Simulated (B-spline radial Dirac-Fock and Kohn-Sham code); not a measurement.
Z = 60 (neodymium), transition energy 18.1 keV. Model: a Dirac-Hartree-Slater potential of the neutral atom with a Latter tail (no hole, which puts coefficients of high multipoles low close above an edge), finite nucleus with surface currents. Program: a radial atomic solver. The K shell is not open to conversion at this energy. Subshells that would emit electrons below 1 keV are left out.

Problem. A pure transition shows α(L) = 4850, L1/L2 = 16.0 and L1/L3 = 1.78. What is its multipolarity?
A. E2
B. M3
C. M2
D. E4
E. E1
F. E3
G. M4
H. M1

Solution. C. For comparison, α(L), L1/L2, L1/L3 are E1 3.95, 1.26, 0.803; E2 3110, 0.00780, 0.00542; E3 488000, 0.0137, 0.00964; E4 2.99e+07, 0.0122, 0.00846; M1 26.0, 10.9, 53.1; M3 947000, 15.5, 0.164; M4 8.71e+07, 13.2, 0.0490.

Values without a named source are computed, but for edge energies of neutral atoms, which are taken from tables.
